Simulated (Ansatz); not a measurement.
Consider the adduct formation: NH₃ + `OB(O)O` → `[NH3+][B-](O)(O)O`.

Program: Ansatz. Geometries: PBE0-D4/def2-TZVP. ΔE: electronic, gas phase. CCSD(T)/CBS adds triple-zeta CCSD(T) − MP2 to the extrapolated MP2 energy (def2 sets, frozen cores). This one scheme is used for every species. DFT in def2-TZVPP. Each species was taken in one conformer, which may not be the lowest.

| level | ΔE (kcal/mol) | difference from CCSD(T)/CBS |
| --- | --- | --- |
| ωB97X-V | -1.3 | -0.7 |
| B2PLYP | 1.6 | 2.2 |
| PBE | 0.5 | 1.1 |
| r2SCAN | -0.7 | -0.1 |
| PBE0 | -0.1 | 0.5 |
| HF/def2-TZVPP | 8.0 | 8.6 |
| MP2/def2-TZVPP | -1.9 | -1.3 |
| SCS-MP2/def2-TZVPP | 0.0 | 0.6 |
| HF/CBS(def2) | 8.7 | 9.3 |
| CCSD/CBS(def2) | 0.6 | 1.2 |
| CCSD(T)/CBS | -0.6 | 0 |

Largest T1 diagnostic among the species: 0.012.

In def2-TZVPP, CCSD(T) changes the Hartree–Fock value by −9.3 kcal/mol (the triples alone add −1.2 kcal/mol) and MP2 by −9.9 kcal/mol. The D4 term adds −2.8 kcal/mol with B3LYP and −1.5 kcal/mol with PBE0; it sums over pairs of atoms, weighted by their polarisabilities, and B3LYP, whose exchange is more repulsive, gets the larger term.

B3LYP here is the variant with VWN-RPA as its local correlation; programs differ in this.
